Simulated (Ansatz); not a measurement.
Gas-phase electronic energies from Ansatz, PBE0-D4/def2-TZVP geometries. CCSD(T)/CBS adds triple-zeta CCSD(T) − MP2 to the extrapolated MP2 energy (def2 sets, frozen cores). This one scheme is used for every species. Functionals use def2-TZVPP. B3LYP here is the variant with VWN-RPA as its local correlation; programs differ in this. HSE06 is defined as in plane-wave codes. For Ge outer-core shells are correlated without core-valence functions, which leaves a few kJ/mol of doubt a bond. Scalar relativity is left out up to krypton. One conformer a species, not always the lowest.

Reaction (germylene formation by 1,1-elimination): `[F][GeH2][O][SiH3]` → H₂ + `[F][Ge][O][SiH3]`

```json
{"level": "PBE-D4", "ΔE (kcal/mol)": "7.4", "difference from CCSD(T)/CBS": "-4.0"}
{"level": "revPBE-D4", "ΔE (kcal/mol)": "5.3", "difference from CCSD(T)/CBS": "-6.1"}
{"level": "B97M-V", "ΔE (kcal/mol)": "14.7", "difference from CCSD(T)/CBS": "3.3"}
{"level": "B3LYP-D4", "ΔE (kcal/mol)": "6.8", "difference from CCSD(T)/CBS": "-4.6"}
{"level": "HSE06-D4", "ΔE (kcal/mol)": "13.3", "difference from CCSD(T)/CBS": "1.9"}
{"level": "CAM-B3LYP-D4", "ΔE (kcal/mol)": "10.9", "difference from CCSD(T)/CBS": "-0.5"}
{"level": "ωB97X-V", "ΔE (kcal/mol)": "13.8", "difference from CCSD(T)/CBS": "2.4"}
{"level": "ωB97M-V", "ΔE (kcal/mol)": "9.6", "difference from CCSD(T)/CBS": "-1.8"}
{"level": "B2PLYP", "ΔE (kcal/mol)": "9.8", "difference from CCSD(T)/CBS": "-1.6"}
{"level": "PBE", "ΔE (kcal/mol)": "7.0", "difference from CCSD(T)/CBS": "-4.4"}
{"level": "B3LYP", "ΔE (kcal/mol)": "6.3", "difference from CCSD(T)/CBS": "-5.1"}
{"level": "HSE06", "ΔE (kcal/mol)": "13.0", "difference from CCSD(T)/CBS": "1.6"}
{"level": "CCSD/def2-TZVPP", "ΔE (kcal/mol)": "15.8", "difference from CCSD(T)/CBS": "4.4"}
{"level": "CCSD(T)/def2-TZVPP", "ΔE (kcal/mol)": "14.8", "difference from CCSD(T)/CBS": "3.4"}
{"level": "MP2/CBS(def2)", "ΔE (kcal/mol)": "11.9", "difference from CCSD(T)/CBS": "0.5"}
{"level": "CCSD/CBS(def2)", "ΔE (kcal/mol)": "12.4", "difference from CCSD(T)/CBS": "1.0"}
{"level": "CCSD(T)/CBS", "ΔE (kcal/mol)": "11.4", "difference from CCSD(T)/CBS": "0"}
```

Question: What do rigid-rotor, harmonic-oscillator terms from PBE0-D4/def2-TZVP frequencies (298.15 K, 1 bar) make of the CCSD(T)/CBS value? (Estimate.)

Answer: Ansatz gave: ΔZPE = -4.2 kcal/mol, ΔH = +8.9 kcal/mol, ΔS = 115 J/(mol·K), ΔG = +0.8 kcal/mol. Modes under 50 cm⁻¹ make the entropy rough.

Largest T1 diagnostic among the species: 0.015.

In def2-TZVPP, CCSD(T) changes the Hartree–Fock value by −2.6 kcal/mol (the triples alone add −1.0 kcal/mol) and MP2 by −2.1 kcal/mol. From PBE to PBE0 (25 % exact exchange), in def2-TZVPP and without D4, ΔE moves by +5.9 kcal/mol.
